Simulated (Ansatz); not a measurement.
Cost and result for the atomization energy of C3H4ClFSi, SMILES `C#CC[SiH](F)Cl` (10 atoms, 9 bonds).

```xyz
10

C    -1.116    2.090    0.156
C    -0.809    1.009   -0.267
C    -0.395   -0.302   -0.714
Si    0.839   -1.032    0.483
F     1.138   -2.528    0.026
Cl    2.586    0.011    0.415
H    -1.397    3.052    0.514
H     0.059   -0.258   -1.709
H    -1.252   -0.984   -0.776
H     0.346   -1.058    1.872
```

Charge 0, multiplicity 1. All single points use the PBE0-D4/def2-TZVP geometry. It is one conformer, not always the lowest. Program: Ansatz. All runs use 4 threads of an AMD EPYC 9R45 on a shared host. Times are those of one run each, without the atoms' runs, and a repeat can differ threefold. Electronic energies, without spin–orbit coupling; frozen cores. CCSD(T)/CBS adds CCSD(T) − MP2 in def2-TZVPP to the MP2 limit, and its time is that of the two runs behind it. T1 = 0.011. B3LYP takes the VWN-RPA correlation (the form of Gaussian; ORCA's B3LYP/G).

CCSD(T)/CBS is a level of theory with its own doubt, some kJ/mol a heavy atom from the limit and from the frozen cores, so smaller differences don't rank the functionals.

```
                             level  functions  wall time  atomization (kJ/mol)  difference from CCSD(T)/CBS  per bond
   PBE-D4/def2-TZVPP (with forces)        264      1.2 s                4237.9                         90.4      10.1
                PBE0-D4/def2-TZVPP        264      1.5 s                4158.7                         11.2       1.2
r2SCAN-D4/def2-TZVPP (with forces)        264      1.9 s                4159.9                         12.4       1.4
 B3LYP-D4/def2-TZVPP (with forces)        264      2.4 s                4126.4                        -21.1      -2.3
                 B2PLYP/def2-TZVPP        264      2.5 s                4103.3                        -44.2      -4.9
                ωB97X-V/def2-TZVPP        264      3.2 s                4146.4                         -1.1      -0.1
  ωB97M-V/def2-TZVPP (with forces)        264      4.6 s                4158.4                         10.9       1.2
                    MP2/def2-QZVPP        488       11 s                4227.5                         80.0       8.9
                CCSD(T)/def2-TZVPP        264       67 s                4032.7                       -114.8     -12.8
                 CCSD(T)/CBS(def2)          –       78 s                4147.5                          0.0       0.0
```

From PBE to PBE0 (25 % exact exchange), in def2-TZVPP and without D4, the atomization energy moves by −75.6 kJ/mol: exact exchange takes away binding that semilocal exchange gives to molecules. In def2-TZVPP, CCSD(T) changes the Hartree–Fock value by +954.6 kJ/mol (the triples alone add +71.3 kJ/mol) and MP2 by +1081.0 kJ/mol; breaking electron pairs costs correlation energy, which Hartree–Fock lacks. The D4 term adds +40.1 kJ/mol with B3LYP and +21.2 kJ/mol with PBE0; it sums over pairs of atoms, weighted by their polarisabilities, and B3LYP, whose exchange is more repulsive, gets the larger term.
